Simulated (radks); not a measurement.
Results of a calculation; reference values are marked as such.
Isoelectronic series with 15 electrons, all held in the configuration [Ne] 3s2 3p3, which need not be the ground one along the series. Code: a radial shooting solver on a logarithmic mesh with Libxc functionals. Model: scalar-relativistic Kohn-Sham, r2SCAN, spin-polarised, spherical densities, finite nucleus; open shells are filled with parallel spins first (spin-orbit coupling, left out, can overturn this in heavy ions); meta-GGA in the generalised Kohn-Sham scheme; Fermi nuclear charge, rms radius of each element as measured or else 0.836 A^(1/3) + 0.57 fm. Total energies (hartree) and mean radii <r> (bohr) (* marks an orbital that is empty in some or all of the ions):

| ion | E (hartree) | 3p down* | 3p up | 3s down | 3s up | 2p down |
|---|---|---|---|---|---|---|
| P | -342.10912 | 2.372 | 2.308 | 1.923 | 1.905 | 0.4845 |
| Ar3+ | -526.31947 | 1.411 | 1.385 | 1.305 | 1.288 | 0.3751 |
| Sc6+ | -752.48604 | 1.031 | 1.017 | 0.9955 | 0.9846 | 0.3058 |
| Cr9+ | -1020.80399 | 0.8173 | 0.8090 | 0.8074 | 0.7997 | 0.2580 |
| Co12+ | -1331.59721 | 0.6786 | 0.6730 | 0.6798 | 0.6741 | 0.2229 |
| As18+ | -2082.30084 | 0.5076 | 0.5044 | 0.5165 | 0.5130 | 0.1751 |
| Kr21+ | -2523.23371 | 0.4508 | 0.4483 | 0.4608 | 0.4580 | 0.1580 |
| Mo27+ | -3539.35051 | 0.3681 | 0.3665 | 0.3783 | 0.3764 | 0.1320 |
| Rh30+ | -4115.99934 | 0.3371 | 0.3357 | 0.3469 | 0.3453 | 0.1218 |
| Cd33+ | -4739.48793 | 0.3107 | 0.3096 | 0.3200 | 0.3187 | 0.1131 |
| Sb36+ | -5410.76882 | 0.2881 | 0.2871 | 0.2968 | 0.2956 | 0.1054 |

Estimate the row of Zn15+.

Answer. E (hartree) -1685.27086; 3p down* 0.5807; 3p up 0.5766; 3s down 0.5871; 3s up 0.5827; 2p down 0.1962.
